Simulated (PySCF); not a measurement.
Computed spin Hamiltonian

Compound: C4H10NOSi2 (doublet state).
Structure used (GFN2-xTB), in Å, numbered top down from 1:
```xyz
18
C4H10NOSi2 angstrom
C     -0.541   -1.513   -0.681
C     -0.082   -0.357   -0.111
O      1.143    0.110    0.192
C      2.231   -0.687   -0.010
C      3.459   -0.220    0.135
N     -1.136    0.387    0.215
Si    -1.005    1.994    0.844
Si    -2.396   -0.750   -0.497
H      0.020   -2.114   -1.381
H      2.019   -1.716   -0.278
H      3.636    0.805    0.405
H      4.309   -0.859   -0.009
H     -0.318    1.910    2.134
H     -0.241    2.814   -0.099
H     -2.386    2.441    0.968
H     -2.417   -0.854   -1.982
H     -3.489    0.278   -0.421
H     -2.815   -1.665    0.563
```

The hyperfine couplings belong to this conformer and change with its torsions.

Identity: `[SiH3]N([SiH3])/C(OC=C)=[C]/[H]` [radical].

Method used: UKS B3LYP, pcH-1 on C H N O Si, non-relativistic, mean-field spin-orbit, GIAO in PySCF. The structure is a single GFN2-xTB conformer in the gas phase; no vibrational or solvent corrections. Couplings are sensitive to structure, and on GFN2-xTB geometries they can be far from those on DFT ones. The frame is twisted about the C1–C2 bond at this geometry (dihedral H9–C1–C2–O3 = -28°); couplings at other torsion angles weren't computed. No stability test was run, so a lower SCF solution isn't excluded.

- g1, g2, g3: 2.00216, 2.00311, 2.00443
- g_iso: 2.00324
- Form of g: rhombic: the two nearest values differ by 42 % of g3 − g1
- ⟨S²⟩: 0.7556 (exact 0.7500)
- α and β electrons: 39, 38
- HOMO–LUMO gap, α and β orbitals: 5.55, 2.39 eV
- Basis functions: 320

Hyperfine couplings atom by atom, in G; T1 to T3 are the principal values of the dipolar part (MHz turned into gauss with g_iso; 10 G = 1 mT):

```
atom  isotope  a_iso  of which spin–orbit     T1     T2    T3  Mulliken spin population
  C1      13C   25.2                  0.0  -18.8  -18.6  37.4                      0.64
  C2      13C   -8.9                  0.0   -1.7   -0.1   1.8                      0.01
  O3      17O   -0.4                  0.0   -3.5    1.6   1.9                      0.02
  C4      13C    2.0                  0.0   -0.4   -0.1   0.5                      0.00
  C5      13C    0.0                  0.0   -0.2    0.0   0.2                      0.00
  N6      14N    6.0                  0.0   -3.9   -3.7   7.6                      0.22
 Si7     29Si    3.5                  0.0   -0.7    0.1   0.5                     -0.01
 Si8     29Si   17.4                  0.0   -1.5    0.2   1.3                     -0.01
  H9       1H  -12.8                  0.0   -8.9   -0.7   9.6                     -0.03
 H10       1H   -0.2                  0.0   -1.3   -0.8   2.1                      0.00
 H11       1H    0.2                  0.0   -0.3   -0.2   0.5                      0.00
 H12       1H    0.0                  0.0   -0.2   -0.2   0.4                      0.00
 H13       1H    9.1                  0.0   -0.6   -0.2   0.8                      0.01
 H14       1H    5.7                  0.0   -0.5   -0.4   1.0                      0.01
 H15       1H    0.0                  0.0   -0.6   -0.4   1.0                      0.00
 H16       1H   48.7                  0.0   -1.3   -0.3   1.6                      0.06
 H17       1H   40.8                  0.0   -0.8   -0.7   1.5                      0.06
 H18       1H    6.2                  0.0   -0.9   -0.6   1.5                      0.01
```

The largest Mulliken spin populations are on C1 (+0.64), N6 (+0.22), H17 (+0.06) and H16 (+0.06).

Under fast tumbling the dipolar parts average out, and these isotropic splittings remain: 3 × 1H (H16/H17/H18, I = 1/2, 4 lines) with 3.19 mT, 1 × 1H (H9, I = 1/2, 2 lines) with 1.28 mT, 1 × 14N (N6, I = 1, 3 lines) with 0.60 mT and 3 × 1H (H13/H14/H15, I = 1/2, 4 lines) with 0.50 mT.

Nuclei that the bonding pattern makes equivalent are averaged, as if the motion that swaps them (rotation, inversion, ring flip) were fast. Si7 and Si8, with what hangs on them, aren't averaged: N6 is flat or nearly so (angle sum 359°), and its turn about the short N6–C2 bond (1.33 Å) is taken as slow. The three 1H nuclei of mean +89.4 MHz run from 17.5 to 136.5 MHz in the frozen geometry. The three 1H nuclei of mean +13.9 MHz run from -0.1 to 25.6 MHz in the frozen geometry.

The 13C coupling of C1 (70.7 MHz) shows only in satellite lines or after enrichment, since that isotope makes up about 1.07 % of natural carbon.

The 29Si coupling of Si8 (48.6 MHz) shows only in satellite lines or after enrichment, since that isotope makes up about 4.7 % of natural silicon.

Examples of negative spin density at the nucleus (bohr⁻³): Si8 (-0.0548), C2 (-0.0223) and Si7 (-0.0110).
